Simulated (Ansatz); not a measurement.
Relaxation of ClH5OSn (8 atoms, charge 0, multiplicity 1), to a largest force component of 0.03 eV/Å in at most 50 steps.

Method: RKS B3LYP/def2-SVP (Ansatz).

```xyz
8
Properties=species:S:1:pos:R:3
Sn -0.437 0.018 -0.511
Cl 0.069 0.006 3.079
H 1.005 -0.125 0.387
H -0.532 1.510 -1.353
H -0.628 -1.335 -1.564
O -2.075 0.017 0.612
H -2.566 -0.813 0.543
H -1.181 0.092 2.619
```

Q: Where does it end, and by what steps?

A: The run converged. The force dipped under the threshold on the way, but the program's further checks kept it going. After 19 steps the energy has fallen by 0.295 eV; Cl2 moved furthest, 1.03 Å.

```csv
step,energy less start (eV),largest force component (eV/Å),accepted
0,0.0000,0.951,yes
1,-0.1283,1.111,yes
2,-0.2090,0.721,yes
3,-0.2404,0.625,yes
4,-0.2577,0.222,yes
5,-0.2613,0.130,yes
6,-0.2607,0.089,no
7,-0.2630,0.027,yes
8,-0.2639,0.062,yes
9,-0.2653,0.041,yes
10,-0.2626,0.659,no
11,-0.2673,0.054,yes
12,-0.2693,0.240,yes
13,-0.2712,0.313,yes
14,-0.2739,0.594,yes
15,-0.2782,0.494,yes
16,-0.2903,0.059,yes
17,-0.2934,0.129,yes
18,-0.2943,0.083,yes
19,-0.2949,0.025,yes
```

```xyz
8
Properties=species:S:1:pos:R:3
Sn -0.391 -0.056 -0.577
Cl -0.516 0.854 3.169
H 1.069 -0.783 -0.051
H -0.359 1.647 -0.649
H -0.963 -0.789 -2.022
O -1.831 -0.413 0.815
H -2.088 -1.344 0.885
H -1.265 0.254 2.241
```

Whether the end is a true minimum wasn't checked by a vibrational analysis.

Run time: 74 s on 1 thread of Arm Neoverse V1 (shared host), peak memory 0.17 GiB.
